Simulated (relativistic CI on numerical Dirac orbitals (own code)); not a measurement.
What each ingredient does to the levels of Ne8+

Base calculation: Dirac-Coulomb-Breit CI, separate exchange-only KLI orbitals for each configuration, a model potential for QED, unscaled Slater integrals.

CI space: 1s2, 1s 2s, 1s 2p, 1s 3s, 1s 3p, 1s 3d, 1s 4s, 1s 4p, 1s 4d, 1s 4f, 1s 5s, 1s 5p, 1s 5d, 1s 5f, 1s 5g, 1s 6s, 1s 6p, 1s 6d. Levels of other configurations are missing.

Variants: (1) non-relativistic limit. Shifts of the energy above 1s2 1S_0, in eV, for the lowest level and the first level of each name with at least 55 % of one term (blank where a level changes its place among those of its configuration and J or its character, or is not in the variant):

| Level | Base | Δ(1) |
| --- | --- | --- |
| 1s2 1S_0 | 0.00 | 0.00 |
| 1s 2s 3S_1 | 903.88 | -0.59 |
| 1s 2p 3P°_0 | 913.63 | -0.75 |
| 1s 2p 3P°_1 | 913.66 | -0.78 |
| 1s 2p 3P°_2 | 913.86 | -0.97 |
| 1s 2s 1S_0 | 914.20 | -0.70 |
| 1s 2p 1P°_1 | 921.27 | -0.85 |
| 1s 3s 3S_1 | 1067.85 | -0.88 |
| 1s 3p 3P°_0 | 1070.52 | -0.93 |
| 1s 3p 3P°_1 | 1070.53 | -0.94 |
| 1s 3p 3P°_2 | 1070.59 | -0.99 |
| 1s 3s 1S_0 | 1070.65 | -0.92 |
| 1s 3d 3D_1 | 1071.99 | -1.00 |
| 1s 3d 3D_2 | 1071.99 | -1.00 |
| 1s 3d 3D_3 | 1072.01 | -1.02 |
| 1s 3d 1D_2 | 1072.09 | -1.01 |
| 1s 3p 1P°_1 | 1072.72 | -0.96 |
| 1s 4s 3S_1 | 1123.90 | -0.97 |
| 1s 4p 3P°_0 | 1125.00 | -0.99 |
| 1s 4p 3P°_1 | 1125.00 | -0.99 |
| 1s 4p 3P°_2 | 1125.02 | -1.01 |
| 1s 4s 1S_0 | 1125.07 | -0.98 |

Ionisation energy from the two ground configurations alone: base 1194.52 eV. The NIST ASD value (theoretical) is 1195.81 eV.

LS names give the leading component of a level, which can be under half, so a name can repeat, a term be missing and a line seem to break the LS rules.
